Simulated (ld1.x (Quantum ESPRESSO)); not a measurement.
phosphorus (P): one change to a TM potential, before and after

* Element: phosphorus
* Generator: ld1.x (Quantum ESPRESSO) 7.5
* Type: norm-conserving Troullier–Martins (Kleinman–Bylander form)
* Functional: PBEsol
* Relativity: scalar-relativistic
* Frozen core: [Ne]
* Valence charge: 5
* Reference configuration: 3s1.5 3p3.5
* Partial waves: 3s (bound): rc 1.70 bohr; 3p (bound): rc 1.40 bohr; 3d channel at 0.2 Ry: rc 1.45 bohr
* Local potential: all-electron potential smoothed inside 1.40 bohr (lloc = -1)
* Core correction: a·sin(br)/r model core inside 0.80 bohr

Change: wave 3p (bound): rc 1.40 bohr becomes 3p (bound): rc 1.76 bohr.

Cutoffs: the cutoffs (Ry, on a coarse ladder) from which the occupation-weighted sum of valence levels, in a spherical-Bessel basis at the reference potential, stays within 10 and 1 mRy of its value at 400 Ry; they do not see the model core or the augmentation charge, which bear on the density cutoff. Errors are all-electron minus pseudo energies relative to the spin-unpolarised reference configuration.

Problem. What does the change do?

Solution. The potential gets softer (40 Ry and 60 Ry → 18 Ry and 45 Ry); of the 7 tests that both files solve, the error grows in 3 and shrinks in 3 by more than 15 % and 0.3 meV (median size 2.4 → 1.9 meV); neither file shows a bound ghost. A larger radius leaves more room for a smooth pseudo-wave, so fewer plane waves are needed.

| quantity | base | changed |
| --- | --- | --- |
| cutoff, loose | 40 Ry | 18 Ry |
| cutoff, tight | 60 Ry | 45 Ry |
| bound ghosts | none | none |
| error for 3s2 3p3, meV [ΔE -4.24 eV] | +0.1 | -0.4 |
| error for 3s2 3p2, meV [ΔE 5.46 eV] | +2.4 | +1.9 |
| error for 3s2 3p1, meV [ΔE 24.57 eV] | +25 | +27 |
| error for 3s2 3p3.3, meV [ΔE -5.54 eV] | +0.8 | +0.4 |
| error for 3s1 3p0, meV [ΔE 106.19 eV] | +178 | +214 |
| error for 3s1 3p4, meV [ΔE 4.27 eV] | -0.3 | -0.7 |
| error for 3s1 3p3, meV [ΔE 14.56 eV] | +5.7 | +4.7 |
